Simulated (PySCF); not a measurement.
Vertical excitations of a molecule C₂H₇ClGe from TDA-B3LYP/def2-SVPD (PySCF), as energy in eV (oscillator strength): 6.56 (0.016), 6.74 (0.020), 7.36 (0.011), 7.59 (0.003), 7.62 (0.010), 7.84 (0.064), 7.95 (0.003), 8.27 (0.014), 8.30 (0.019), 8.39 (0.033). Lowest triplet (TDA): 6.17 eV. The structure is a stationary point at PBE0-D3(BJ)/def2-SVP. Other conformers were not sampled.

Task: Which structure fits?
A. [CH3][GeH]([CH3])[Cl]
B. ClC[CH2][GeH3]
C. C[CH2][GeH2][Cl]

Result: C, C[CH2][GeH2][Cl]
